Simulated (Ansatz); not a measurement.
```yaml
crystal:
  periodic: [false, false, false]
  atoms:
    - {symbol: Cd, position_ang: [0.774743, -1.651439, 1.753200]}
    - {symbol: Cd, position_ang: [-2.248212, -1.030806, -0.126242]}
    - {symbol: Cd, position_ang: [0.893459, -1.307907, -1.882061]}
    - {symbol: Cd, position_ang: [0.497851, 3.334336, 0.217919]}
    - {symbol: Te, position_ang: [-0.438095, -3.137692, -0.248605]}
    - {symbol: Te, position_ang: [0.126454, 0.707658, 0.086205]}
    - {symbol: Br, position_ang: [0.843870, 5.722729, 0.347400]}
    - {symbol: Br, position_ang: [-4.552038, -0.210679, -0.117258]}
    - {symbol: Br, position_ang: [2.169938, -0.921986, -3.933606]}
    - {symbol: Br, position_ang: [1.932030, -1.504213, 3.903047]}
basis:
  gaussian: {orbitals: def2-TZVPD, final_grid: {core_spheres: 5, valence_spheres: 4, degree: 11}}
magnetization: {spin_polarized: true, initial_magnetization: 2}
hamiltonian: {xc: {name: wB97}}
scf: {omitted_lower_state_checks: [starts]}
output: {forces: true}
```

```sh
$ ansatz run in.yaml --threads 6 --pin off --events-out ev --progress --plain --max-ram 7833MiB
```

Q: Does this run fit into the memory that it is given?

A: No. It has 506 basis functions, and the program plans for 10 GiB where 8 GiB are given.
